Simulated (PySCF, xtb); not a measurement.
Si(F)(Me)3 (C₃H₉FSi), SMILES C[Si](C)(C)F.

Harmonic wavenumbers (cm⁻¹) from GFN2-xTB run with xtb at its own minimum, in rising order: 76, 94, 95, 157, 157, 194, 227, 227, 625, 753, 753, 753, 784, 799, 799, 869, 869, 882, 1379, 1379, 1381, 1478, 1481, 1481, 1484, 1484, 1487, 3038, 3039, 3040, 3041, 3044, 3045, 3051, 3051, 3054.

Task: What does PBE-D3(BJ)/def2-SVP in PySCF give at its own minimum? (The exact figures need the calculation; the answer reports its results.)

Result: 130, 151, 151, 184, 184, 223, 262, 262, 594, 649, 670, 670, 742, 742, 761, 838, 838, 899, 1219, 1219, 1226, 1370, 1377, 1377, 1385, 1385, 1396, 2974, 2974, 2976, 3071, 3071, 3073, 3078, 3078, 3078. Paired by order, the mean absolute difference is 63 cm⁻¹ and the zero-point energies are 70.8 and 69.0 kcal/mol.
